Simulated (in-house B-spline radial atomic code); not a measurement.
A run on an ion of nuclear charge 66 with 66.6 electrons that did not converge. Method: scalar-relativistic (X2C) wB97X, spin-polarised, spherical fractional occupations, Fermi nucleus of rms radius 5.2218 fm; computed with an all-electron radial atomic-structure program (B-spline basis).

Command:
```bash
python run_scf.py task.json out
```
Settings (nuclear radius in fm, mass in u):
```
Z                66
configuration    [Xe] 4f10.6 6s2
hamiltonian      x2c
method           wb97x
spin_polarised   True
nucleus          fermi
rms_radius       5.2218
atomic_mass      163.92918
speed_of_light   137.035999084
```

First and last ten iterations of the last attempt (damped for 15 steps, keeping 80 % of the old Fock matrix, then DIIS):
```
 iter        energy (Eh)    residual
    1      -12103.145823    7.84e-01
    2      -12105.909051    1.41e+00
    3      -12130.796468    9.05e-01
    4      -12144.327570    5.59e-01
    5      -12151.195741    3.56e-01
    6      -12154.421449    2.36e-01
    7      -12155.830206    1.57e-01
    8      -12156.424809    1.00e-01
    9      -12156.688880    6.84e-02
   10      -12156.822798    5.53e-02
  111      -12152.170485    2.13e-01
  112      -12152.181647    2.13e-01
  113      -12152.169179    2.13e-01
  114      -12152.142981    2.13e-01
  115      -12152.211234    2.11e-01
  116      -12152.262424    2.11e-01
  117      -12156.830774    5.07e-02
  118      -12156.834595    5.01e-02
  119      -12152.689037    1.98e-01
  120      -12152.703154    1.97e-01
 not converged after 120 iterations
```

The smallest residual met was 4.4e-02; the threshold is about 7e-07. No energy from this run should be used. Run time, properties included: 38 s on 1 thread of Arm Neoverse V1, on a shared host.
